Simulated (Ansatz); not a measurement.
Consider the ligand exchange at the Sn–C bond: `C[CH2][Sn][NH2]` + H₂S → `[NH2][Sn][SH]` + ethane.

Calculated with Ansatz (gas phase, PBE0-D4/def2-TZVP geometries, no zero-point term in ΔE). CCSD(T)/CBS adds triple-zeta CCSD(T) − MP2 to the extrapolated MP2 energy (def2 sets, frozen cores). This one scheme is used for every species. def2 core potentials past Kr. For Sn outer-core shells are correlated without core-valence functions, which leaves a few kJ/mol of doubt a bond. Each species was taken in one conformer, which may not be the lowest.

```json
{"level": "SCS-MP2/def2-QZVPP", "ΔE (eV)": "-1.45"}
{"level": "HF/CBS(def2)", "ΔE (eV)": "-1.60"}
```

Problem. What does CCSD(T)/CBS give? (Best estimate.)

Solution. The calculation gave: -1.44 eV. The listed levels differ from it by -0.01, -0.16 eV.

Largest T1 diagnostic among the species: 0.016.

In def2-TZVPP, CCSD(T) changes the Hartree–Fock value by +0.22 eV (the triples alone add +0.01 eV) and MP2 by +0.18 eV. Leaving LDA and LC-ωPBE aside and taking each functional with its dispersion term where it has one, the values, not all of them listed here, spread over 0.11 eV, from B97M-V to ωB97M-V. LDA lies +0.06 eV from PBE without D4. At CCSD(T), def2-SVP lies +0.06 eV from the extrapolated value and def2-TZVPP +0.06 eV.
